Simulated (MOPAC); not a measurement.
Input for MOPAC: PM6 on TeC, 2S+1 = 1, a point of a bond scan (R = 1.751 Å).

```
PM6 1SCF PRECISE CHARGE=0 THREADS=1
CTe

C      0.00000000 1     0.00000000 1     0.00000000 1
Te     0.00000000 1     0.00000000 1     1.75063500 1
```

The log:

```
*******************************************************************************
 **                                                                           **
 **                              MOPAC v23.2.5                                **
 **                                                                           **
 *******************************************************************************
 ** MOPAC's Digital Object Identifier: https://doi.org/10.5281/zenodo.6511958 **
 **                                                                           **
 ** Please cite the open-source release paper for use of this MOPAC version:  **
 ** J. E. Moussa and J. J. P. Stewart (2026)                                  **
 ** MOPAC: An open-source semiempirical molecular orbital program             **
 ** J. Open Source Softw., 11(119), 8025, https://doi.org/10.21105/joss.08025 **
 *******************************************************************************

                              PM6 CALCULATION RESULTS

 *******************************************************************************
 *  PM6        - The PM6 Hamiltonian to be used
 *
 *
 *
 *                 CHARGE ON SYSTEM = 0
 *
 *
 *
 *  PRECISE    - TIGHTER CRITERIA TO BE USED
 *  1SCF       - DO 1 SCF AND THEN STOP
 *  THREADS=1  - MULTI-THREADING NOT USED
 *  T=         - A TIME OF 172800.0 SECONDS REQUESTED
 *  DUMP=N     - RESTART FILE WRITTEN EVERY 7200.0 SECONDS REQUESTED
 *******************************************************************************
PM6 1SCF PRECISE CHARGE=0 THREADS=1
 CTe

   ATOM   CHEMICAL          X               Y               Z
  NUMBER   SYMBOL      (ANGSTROMS)     (ANGSTROMS)     (ANGSTROMS)

     1       C          0.00000000  *   0.00000000  *   0.00000000  *
     2      Te          0.00000000  *   0.00000000  *   1.75063500  *



          CARTESIAN COORDINATES

    NO.       ATOM           X           Y           Z

     1         C          0.0000      0.0000      0.0000
     2        Te          0.0000      0.0000      1.7506

 General Reference for PM6:
 "Optimization of Parameters for Semiempirical Methods V: Modification of NDDO Approximations
 and Application to 70 Elements", J. J. P. Stewart, J. Mol. Mod., 13, 1173-1213 (2007)
 URL: https://link.springer.com/article/10.1007/s00894-007-0233-4

           Empirical Formula: C Te  =     2 atoms



      MOLECULAR POINT GROUP   :   C*v


      RHF CALCULATION, NO. OF DOUBLY OCCUPIED LEVELS = 5


 -------------------------------------------------------------------------------
 PM6 1SCF PRECISE CHARGE=0 THREADS=1
 CTe



     1SCF WAS SPECIFIED, SO BFGS WAS NOT USED
     SCF FIELD WAS ACHIEVED


                              PM6 CALCULATION
                                                       MOPAC v23.2.5 Linux




          FINAL HEAT OF FORMATION =        133.72577 KCAL/MOL =     559.50861 KJ/MOL


          COSMO AREA              =         86.67 SQUARE ANGSTROMS
          COSMO VOLUME            =         73.22 CUBIC ANGSTROMS

          IONIZATION POTENTIAL    =          9.080280 EV
          HOMO LUMO ENERGIES (EV) =         -9.080 -1.227
          NO. OF FILLED LEVELS    =          5
          MOLECULAR WEIGHT        =        139.6110         POINT GROUP:  C*v

          MOLECULAR DIMENSIONS (Angstroms)

            Atom       Atom       Distance
           Te     2    C     1     1.75064
           Te     2    C     1     0.00000
            C     1   Te     2     0.00000


          SCF CALCULATIONS        =          1





   ATOM   CHEMICAL          X               Y               Z
  NUMBER   SYMBOL      (ANGSTROMS)     (ANGSTROMS)     (ANGSTROMS)

     1       C          0.00000000  *   0.00000000  *   0.00000000  *
     2      Te          0.00000000  *   0.00000000  *   1.75063500  *

                             CARTESIAN COORDINATES

   1    C        0.000000000     0.000000000     0.000000000
   2   Te        0.000000000     0.000000000     1.750635000


           Empirical Formula: C Te  =     2 atoms



      MOLECULAR POINT GROUP   :   C*v


                  EIGENVALUES
 -73.06341 -18.50479 -10.64617 -10.64617  -9.08028  -1.22725  -1.22725   2.20997


              NET ATOMIC CHARGES AND DIPOLE CONTRIBUTIONS

  ATOM NO.   TYPE          CHARGE      No. of ELECS.   s-Pop       p-Pop
    1          C          -0.050300        4.0503     1.60683     2.44347
    2         Te           0.050300        5.9497     1.92566     4.02404
 DIPOLE           X         Y         Z       TOTAL
 POINT-CHG.     0.000     0.000     0.423     0.423
 HYBRID         0.000    -0.000     0.918     0.918
 SUM            0.000    -0.000     1.341     1.341


          ATOMIC ORBITAL ELECTRON POPULATIONS

     Atom    s        px        py        pz
    1  C   1.60683   0.62375   0.62375   1.19598
    2 Te   1.92566   1.37625   1.37625   1.27153

 **********************
 *                    *
 * JOB ENDED NORMALLY *
 *                    *
 **********************




 == MOPAC DONE ==
```

The run finished.

Cost: very roughly 0.03 core-seconds.
